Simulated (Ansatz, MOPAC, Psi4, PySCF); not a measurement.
Pair of molecules: H2 (SMILES [H][H]) (first 2 atoms) with CH2O2 (SMILES O=CO); geometry from B3LYP-D3(BJ)/def2-TZVP, rigid monomers moved along the line of their centres of mass till H2···H7 is 2.46 Å.
(charge 0, multiplicity 1):
```xyz
7

H      0.01501     0.41293    -0.44022
H     -0.07755    -0.19628    -0.01959
O     -0.12630    -1.19428     3.03766
C      0.08253    -0.18793     3.65279
O      0.27865     1.02403     3.11039
H      0.14252    -0.11837     4.74643
H      0.21986     0.93011     2.14419
```

Counterpoise-corrected where a basis set is named; no monomer relaxation. Rows marked so take none.

Frozen-core correlation. CBS: X⁻³ extrapolation of the correlation energy, Hartree–Fock from the larger set. Rows in 3-21G, 6-31G* carry no dispersion term and start afresh at each structure (6-31G* with six Cartesian d functions). MP2/6-31G* freezes PySCF's default core. The state that AM1, PM7 reach isn't checked; PM7 holds dispersion and hydrogen-bond terms.

Run with Ansatz (a program for electronic structure); MOPAC for AM1, PM7 (differences of heats of formation); Psi4 for SAPT; PySCF for 3-21G rows, 6-31G* rows, the dispersion terms. Each number belongs to the level named beside it.

| level | interaction energy (meV) |
|---|---|
| AM1 | -20.4 |
| PM7 | -10.7 |
| HF/3-21G (no counterpoise) | -27.1 |
| HF/6-31G* (no counterpoise) | -16.4 |
| r2SCAN-D3(BJ)/def2-TZVPPD | -33.3 |
| MP2/6-31G* (no counterpoise) | -26.1 |
| CCSD/aug-cc-pVDZ | … |
| CCSD(T)/CBS(aug-cc-pVDZ, aug-cc-pVTZ) | … |
| SAPT0/jun-cc-pV(D+d)Z | -27.5 |

Question: Complete the blanks.

Answer: 
- CCSD/aug-cc-pVDZ, interaction energy (meV): -28.2
- CCSD(T)/CBS(aug-cc-pVDZ, aug-cc-pVTZ), interaction energy (meV): -38.5
